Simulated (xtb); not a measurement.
CH9ClOSi3, SMILES C[Si@@H](Cl)[SiH2][SiH2]O. All values are semi-empirical tight-binding results from xtb (GFN2-xTB unless named), good for trends rather than for accurate numbers. The structure is a stationary point at GFN2-xTB. The structure was generated by enumeration; whether it is a known compound was not checked. Other conformers were not sampled.

Optimised geometry:

```xyz
15

C     -3.0010     0.9540     0.4751
Si    -1.5935    -0.0088    -0.3697
Cl    -0.8491     1.2267    -1.8302
Si     0.1166    -0.5732     1.0981
Si     2.2621    -0.4033     0.2572
O      3.0566    -1.4920     1.1741
H     -2.6240     1.8492     0.9631
H     -3.7655     1.2667    -0.2321
H     -3.4820     0.3458     1.2351
H     -2.2214    -1.1040    -1.1218
H     -0.1887    -1.9252     1.5994
H     -0.0385     0.2606     2.3079
H      2.9146     0.9045     0.4032
H      2.4138    -0.7743    -1.1561
H      3.9879    -1.6693     1.0732
```

The geometry has at least one imaginary mode, so it is a saddle point at that level.

Computed properties:
orbital gap: 3.85 eV
dipole moment: 1.92 D
static polarisability (D4 model): 115.3 bohr³
solvation energy, GFN2-xTB/ALPB(water): -5.7 kcal/mol
solvation energy, GFN2-xTB/ALPB(acetonitrile): -7.5 kcal/mol

### Question
Give the atomic charges and the Wiberg bond orders between heavy atoms. (Estimate from the structure and the level; the computed values follow.)

### Answer
charges (e) C1 -0.20, Si2 0.42, Cl3 -0.34, Si4 0.31, Si5 0.44, O6 -0.50, H7 0.03, H8 0.04, H9 0.03, H10 -0.08, H11 -0.11, H12 -0.11, H13 -0.11, H14 -0.12, H15 0.29. Bond orders C1–Si2 0.92, Si2–Cl3 1.00, Si2–Si4 0.82, Si4–Si5 0.82, Si5–O6 1.18.
